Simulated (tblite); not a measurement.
Compound: C7H8F3P.
Cartesian coordinates in Å at the GFN2-xTB level; atoms count from 1:
```xyz
19
C7H8F3P angstrom
C      2.2059   -2.6283    0.8104
C      1.8172   -1.5047    0.9506
C      1.3235   -0.1583    1.1047
P      0.9244    0.5663   -0.5713
C     -0.4266   -0.5836   -1.1398
C     -1.4986   -0.9438   -0.1193
C     -0.1398    1.9416    0.0535
F     -0.1787    2.2064    1.3743
C     -0.7682    2.7567   -0.7844
F     -1.5130    3.8115   -0.4859
F     -0.7429    2.5520   -2.0979
H      2.5577   -3.6108    0.7066
H      2.0988    0.4701    1.5548
H      0.4417   -0.1476    1.7508
H     -0.8737   -0.1080   -2.0167
H      0.0863   -1.4860   -1.4842
H     -1.0929   -1.5770    0.6660
H     -1.9331   -0.0530    0.3321
H     -2.2978   -1.4942   -0.6118
```

All values are computed: GFN2-xTB (tblite) harmonic vibrations without scaling, gas phase. The method is semi-empirical: single wavenumbers can be off by several per cent or more. One conformer, not necessarily the lowest.

Harmonic wavenumbers (cm⁻¹): 25.6, 46.8, 70.9, 80.9, 117.9, 133.7, 171.2, 193.3, 225.8, 249.6, 272.9, 308.6, 324.5, 356.6, 410.2, 438.4, 453.0, 476.6, 627.0, 632.9, 643.0, 665.5, 740.5, 747.6, 820.8, 976.9, 1000.8, 1007.4, 1018.5, 1066.9, 1101.8, 1138.9, 1182.6, 1191.7, 1222.4, 1265.6, 1393.1, 1408.6, 1438.6, 1495.2, 1507.4, 1728.3, 2287.4, 2931.8, 2943.4, 2952.5, 2966.5, 3017.9, 3029.0, 3043.7, 3400.5.

A = 1788, B = 550.5, C = 504.5 MHz; mass 180.032 u (most abundant isotopes); point group C1, symmetry number 1.

Q: What is the zero-point energy?

A: ½Σν̃ = 28476 cm⁻¹ = 81.42 kcal/mol.

Q: Give the ideal-gas entropy at 400 K and 1 bar in the rigid-rotor, harmonic-oscillator model (classical rotation).

A: Translation 42.96, rotation 31.73, vibration 58.33: S = 133.0 cal/(mol K).

Q: And Cp and H(400 K) − H(0)?

A: Cp = 57.91 cal/(mol K), of which vibrations give 49.96 (their classical limit is 51 R = 101.3); H(400 K) − H(0) = 14.51 kcal/mol without the zero-point energy, 11.33 from vibrations.

Q: Blend soft modes into free rotors: weight 1/[1 + (100 cm⁻¹/ν̃)⁴] for the oscillator and the rest for a rotor with moment μB/(μ + B), μ = h/(8π²ν), B = 10⁻⁴⁴ kg m². What vibrational entropy results?

A: 52.39 cal/(mol K) in place of 58.33, which changes −T·S at 400 K by +2.38 kcal/mol.

Q: Which modes carry the vibrational entropy at 400 K?

A: 25.6 cm⁻¹: 6.73; 46.8 cm⁻¹: 5.53; 70.9 cm⁻¹: 4.71; 80.9 cm⁻¹: 4.45; 117.9 cm⁻¹: 3.71; 133.7 cm⁻¹: 3.46 cal/(mol K); the other 45 give 29.75 together.

Q: How do the functions run with temperature in this model?

A: 
```
 T (K)  S (cal/(mol K))  Cp (cal/(mol K))  H − H(0) (kcal/mol)  G − H(0) (kcal/mol)  ln q(vib)
   150             90.2              31.9                 3.06               -10.47       5.46
   250            109.3              43.5                 6.85               -20.47       9.51
298.15            117.4              48.6                 9.07               -25.93      11.36
   600            159.2              71.4                27.53               -68.01      21.84
   900            190.8              83.9                50.99              -120.71      30.67
```

q(vib) and H(0) count from the zero-point level.

Hindered rotation and anharmonicity are outside this model. Other conformers, if any are populated, would add a mixing term that is left out. The structure is chiral; the term R ln 2 for an equal mix with its mirror image is left out.

The run took 0.9 s wall on Arm Neoverse V1, one thread, on a shared host. This covers the Hessian and the dipole derivatives.
